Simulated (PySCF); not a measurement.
**What settings do to a single point of [Er(NH3)]3+**

The sound run of [Er(NH3)]3+ (singlet in the valence; each metal's 4f electrons, 11 of them, lie in its core potential, out of spins and levels) uses PySCF 2.14.0, RKS PBE, Er lcecp-1-SVP with ECP57, N def2-SVP, H def2-SVP; non-relativistic Hamiltonian with scalar-relativistic core potentials where named; density fitting; no spin-orbit coupling, grid (50, 194), threshold 1e-8 Eh and 55 cycles, at the relaxed geometry:

```xyz
5

Er    0.0000    0.0000   -0.1244
N     0.0000    0.0000    2.1659
H     0.9519    0.0000    2.6315
H    -0.4760    0.8244    2.6315
H    -0.4759   -0.8244    2.6315
```

There Er1 has a Mulliken charge of 2.40 e and the dipole about the centre of mass is 4.43 D. Each run below changes one thing and starts from free metal ions and neutral atoms unless it says otherwise; with 55 cycles, smearing, a level shift and second-order steps follow where DIIS fails, and their cycles count. Energy shifts count from the sound run. On f atoms grids over 110 angular points are at least (60, 302).

```csv
change,outcome,cycles,energy shift (eV),largest force component (eV/Å),charge on Er1 (e),dipole about the centre of mass (D)
cycle limit 8,not converged,8,–,–,–,–
```

(1) One further run converged with energy shift (eV) 0.0033, largest force component (eV/Å) 0.02, charge on Er1 (e) 2.40, dipole about the centre of mass (D) 4.43. Which change was it?
A. grid (40, 110)
B. start from a density of up to 30 smeared cycles (not counted)
C. threshold 0.0001

(2) And the other changes listed?

Forces carry noise of the integration grid, about 0.01 to 0.03 eV/Å.

An lcecp potential fixes the number of 4f electrons, so in runs with it no electron can move into or out of that shell.

## Answers

(1) A.

(2) 
| change | outcome | cycles | energy shift (eV) | largest force component (eV/Å) | charge on Er1 (e) | dipole about the centre of mass (D) |
| --- | --- | --- | --- | --- | --- | --- |
| start from a density of up to 30 smeared cycles (not counted) | converged | 6 | 0.0000 | 0.00 | 2.40 | 4.43 |
| threshold 0.0001 | converged | 10 | 0.0001 | 0.02 | 2.40 | 4.41 |
